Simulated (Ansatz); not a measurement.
```json
{"atom": "C", "x (Å)": "0.0132", "y (Å)": "-0.0578", "z (Å)": "-0.7090"}
{"atom": "O", "x (Å)": "0.0810", "y (Å)": "-0.1217", "z (Å)": "0.5929"}
{"atom": "H", "x (Å)": "0.0232", "y (Å)": "0.8014", "z (Å)": "1.0879"}
{"atom": "H", "x (Å)": "0.0264", "y (Å)": "-0.9578", "z (Å)": "-1.0714"}
{"atom": "H", "x (Å)": "-0.3473", "y (Å)": "0.8328", "z (Å)": "-1.2675"}
```

Basis set: 6-31G (spherical functions). Frozen core: 2 orbitals. Charge 0, multiplicity 2.

Computed with Ansatz (development build ahead of 0.2.0); each method stands on the lowest determinant of its kind that the runs found.

The atomization energy at this shape (free ground-state atoms in the same class of orbitals less the molecule, no zero-point energy) of doublet CH₃O:

```csv
method,atomization energy
UHF-MP2,13.80 eV
```

(1) What does UHF give?

Answers

(1) 10.47 eV. Caution: the shape is not the minimum.

This basis has no polarisation functions and is too small for such energies, which can lie far from measured ones in either direction.
